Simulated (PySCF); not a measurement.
Excitation energy of S²⁺ by level of theory

S²⁺ [Ne] 3s2 3p2 (3P) → S²⁺ [Ne] 3s1 3p2 4s1 (5P), as a difference of total energies. Calculation: PySCF 2.14, in dyall-acv3z (19s12p6d4f, 113 functions); scalar relativity by spin-free X2C-1e. Correlated levels: valence: [Ne] frozen; valence and next inner shell: 1s2 frozen; virtual orbitals above 40 to 60 times the deepest correlated orbital energy dropped. The calculations carry no spin-orbit coupling.

```
                                method  excitation energy (cm⁻¹)
                                   UHF                    199350
                                   LDA                    212600
                                   PBE                    212020
                                  PBE0                    211690
                                r2SCAN                    209540
                                  BLYP                    215340
                             BHandHLYP                    215350
                                revPBE                    211480
                         MP2 (valence)                    210090
                     SCS-MP2 (valence)                    214090
    MP2 (valence and next inner shell)                    212010
SCS-MP2 (valence and next inner shell)                    215550
```

A first-order spin-orbit estimate (lowest level to lowest level, LS coupling) adds 0.009 eV.

The promoted electron is Rydberg-like, and one or two diffuse shells describe it only roughly, which tends to raise the upper state.
